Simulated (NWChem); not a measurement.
System meant: C$_{2}$H$_{5}$BO$_{3}$; SMILES B(O)(C=O)OC

Input file for NWChem:

```
start job
memory heap 200 mb stack 900 mb global 1100 mb
geometry units angstroms noautosym nocenter noautoz
  C     -0.764386     2.116983     0.000000
  O      0.444298     1.376296     0.000000
  B      0.475381     0.016075     0.000000
  O      1.669864    -0.631491     0.000000
  C     -0.812782    -0.975077     0.000000
  O     -0.599057    -2.184776     0.000000
  H     -0.506662     3.194262     0.000000
  H     -1.380806     1.912706    -0.902639
  H     -1.380806     1.912706     0.902639
  H      1.456970    -1.593517     0.000000
  H     -1.886166    -0.608507     0.000000
end
basis spherical
  * library 6-31g*
end
dft
  xc m06-2x
  iterations 150
end
property
  shielding 10 1 2 3 4 5 6 7 8 10 11
end
task dft property
```

End of the output:

```
 Vector   26  Occ=0.000000D+00  E= 1.397581D-01
              MO Center= -4.4D-02, -3.2D-02, -4.3D-08, r^2= 3.4D+00
   Bfn.  Coefficient  Atom+Function         Bfn.  Coefficient  Atom+Function
  ----- ------------  ---------------      ----- ------------  ---------------
    37      0.704779   3 B  pz               88     -0.493747   8 H  s
    90      0.493747   9 H  s                65     -0.478183   5 C  pz
     9     -0.432402   1 C  pz               33      0.418487   3 B  pz
    61     -0.356564   5 C  pz               51     -0.280908   4 O  pz
    79      0.240871   6 O  pz               47     -0.209244   4 O  pz

 center of mass
 --------------
 x =   0.14629483 y =  -0.09223995 z =   0.00000000

 moments of inertia (a.u.)
 ------------------
         715.060021335638          13.501277125185           0.000000000000
          13.501277125185         292.350523555118           0.000000000000
           0.000000000000           0.000000000000         995.681275038948

     Multipole analysis of the density
     ---------------------------------

     L   x y z        total         alpha         beta         nuclear
     -   - - -        -----         -----         ----         -------
     0   0 0 0     -0.000000    -23.000000    -23.000000     46.000000

     1   1 0 0     -0.962798     -1.744933     -1.744933      2.527068
     1   0 1 0      0.607964      0.086954      0.086954      0.434057
     1   0 0 1     -0.000000     -0.000000     -0.000000      0.000000

     2   2 0 0    -27.356718    -94.219082    -94.219082    161.081446
     2   1 1 0     -4.276370      8.689324      8.689324    -21.655019
     2   1 0 1     -0.000000     -0.000000     -0.000000      0.000000
     2   0 2 0    -26.515139   -208.871835   -208.871835    391.228531
     2   0 1 1     -0.000000     -0.000000     -0.000000      0.000000
     2   0 0 2    -24.909487    -15.364294    -15.364294      5.819100

          -----------------------------------------
          Chemical Shielding Tensors (GIAO, in ppm)
          -----------------------------------------

 ------------------------------------------------------------------------
  xm06: d2 not coded                    0
 ------------------------------------------------------------------------
 ------------------------------------------------------------------------
  current input line :
    26: task dft property
 ------------------------------------------------------------------------
 ------------------------------------------------------------------------
 This error has not yet been assigned to a category
 ------------------------------------------------------------------------
 For more information see the NWChem manual at https://nwchemgit.github.io

0: xm06: d2 not coded:Received an Error in Communication
```

Can this run be used? If not, why, and what is the fix?

The run crashed. Cause: this functional's second derivatives, which shieldings need, aren't coded here; the fix takes a hybrid GGA instead. This input runs:
```
start job
memory heap 200 mb stack 900 mb global 1100 mb
geometry units angstroms noautosym nocenter noautoz
  C     -0.764386     2.116983     0.000000
  O      0.444298     1.376296     0.000000
  B      0.475381     0.016075     0.000000
  O      1.669864    -0.631491     0.000000
  C     -0.812782    -0.975077     0.000000
  O     -0.599057    -2.184776     0.000000
  H     -0.506662     3.194262     0.000000
  H     -1.380806     1.912706    -0.902639
  H     -1.380806     1.912706     0.902639
  H      1.456970    -1.593517     0.000000
  H     -1.886166    -0.608507     0.000000
end
basis spherical
  * library 6-31g*
end
dft
  xc pbe0
  iterations 150
end
property
  shielding 10 1 2 3 4 5 6 7 8 10 11
end
task dft property
```
It converges to -329.43270 Ha (PBE0/6-31G* (spherical d), GIAO).
